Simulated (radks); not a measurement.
The mean radii <r> (bohr) of the occupied orbitals of an atom or ion are listed with their occupations. Calculated with a radial shooting solver on a logarithmic mesh with Libxc functionals: scalar-relativistic Kohn-Sham, PBE, spin-unpolarised, spherical densities, point nucleus.

| orbital | occ. | <r> |
|---|---|---|
| 1s | 2 | 0.1202 |
| 2s | 2 | 0.6255 |
| 2p | 6 | 0.6022 |
| 3s | 1 | 2.352 |
| 3p | 1 | 2.852 |

Name the element and its charge.

Answer. Z = 13, aluminium, charge +1: Al+ in [Ne] 3s1 3p1. The 1s radius gives Z: for a bare nucleus <r> = (2 gamma + 1)/(2Z) with gamma = sqrt(1 - (Z/c)^2), 0.115 bohr for Z = 13, and screening makes it slightly larger (0.1202 here). The occupations add up to 12, and the charge is Z minus that.
